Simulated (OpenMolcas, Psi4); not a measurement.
## How methods differ on SnH2F2 (SMILES [F][SnH2][F])

SnH2F2: 5 atoms, total charge 0, spin state singlet. As SMILES, `[F][SnH2][F]`. Geometry: relaxed at PBE0-D4/def2-TZVP.

```xyz
5

F    -0.3435   -0.3563    1.7414
Sn    0.1289   -0.0732   -0.0862
F    -1.2312    1.1107   -0.7124
H    -0.0874   -1.5471   -0.8891
H     1.5832    0.7921   -0.0950
```

Each level gives the energy change with the Sn2–F3 bond stretched from 1.909 to 2.481 Å (eV). The values are calculated.

```json
{"level": "revPBE/def2-SVP (core potential) (restricted)", "kind": "GGA", "program": "Psi4", "value (eV)": "1.35", "CPU time (all runs)": "34 s"}
{"level": "M06-L/def2-SVP (core potential) (restricted)", "kind": "meta-GGA", "program": "Psi4", "value (eV)": "1.56", "CPU time (all runs)": "65 s"}
{"level": "r2SCAN/def2-SVP (core potential) (restricted)", "kind": "meta-GGA", "program": "OpenMolcas", "value (eV)": "1.66", "CPU time (all runs)": "36 s"}
{"level": "TPSSh/def2-SVP (core potential) (restricted)", "kind": "hybrid meta-GGA", "program": "Psi4", "value (eV)": "1.63", "CPU time (all runs)": "68 s"}
{"level": "CAM-B3LYP/def2-SVP (core potential) (restricted)", "kind": "range-separated hybrid", "program": "Psi4", "value (eV)": "1.81", "CPU time (all runs)": "46 s"}
{"level": "HSE06/def2-SVP (core potential) (restricted)", "kind": "range-separated hybrid", "program": "Psi4", "value (eV)": "1.71", "CPU time (all runs)": "2 min"}
{"level": "B2PLYP/def2-SVP (core potential, density fitting for correlation) (restricted)", "kind": "double hybrid", "program": "Psi4", "value (eV)": "1.69", "CPU time (all runs)": "30 s"}
{"level": "MP2/def2-SVP (core potential) (restricted)", "kind": "perturbation theory", "program": "OpenMolcas", "value (eV)": "1.81", "CPU time (all runs)": "5.8 s"}
```

The first shape isn't each level's own minimum. The values span 1.35 to 1.81 eV. In the correlated wave-function rows the outer d shell of Sn is correlated, in sets not made for it. Times are those of the runs behind each value, whatever else they computed, on shared processors of several kinds: orders of magnitude only.
